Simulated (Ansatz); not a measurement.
Z-matrix (Å, degrees):
```
Ga
C 1 2.002
S 1 2.611 2 68.6
H 1 1.573 2 117.4 3 -94.2
H 1 1.573 2 120.0 3 97.8
C 2 1.499 1 102.3 3 22.3
C 2 1.327 1 134.3 3 -146.6
C 3 1.798 1 97.4 2 80.0
H 6 1.095 2 116.4 1 -154.4
H 6 1.095 2 111.6 1 80.3
H 7 1.090 2 122.2 1 169.8
H 7 1.085 2 121.8 1 -10.9
H 8 1.090 3 107.3 1 90.7
H 8 1.091 3 110.1 1 -28.4
H 8 1.090 3 109.9 1 -150.3
```

Charge 0, multiplicity 1.

Problem. List the ωB97M-V/def2-TZVPP orbital energies in eV (the Gaussian-basis code of Ansatz). (Best estimate.)

Solution. Ansatz gave: Occupied: -10152.71, -2427.69, -1256.23, -1110.42, -1110.32, -1110.32, -282.64, -282.49, -281.30, -281.20, -221.62, -164.74, -164.66, -164.55, -153.57, -106.06, -105.81, -105.81, -26.36, -25.21, -25.03, -25.02, -24.95, -24.92, -24.12, -22.48, -20.04, -18.01, -15.98, -15.54, -15.10, -14.68, -14.05, -13.56, -13.19, -11.62, -10.48, -9.87, -9.62, -9.42. Lowest empty: 1.34, 1.99, 2.28, 2.66, 2.92, 3.41, 3.82, 3.85.
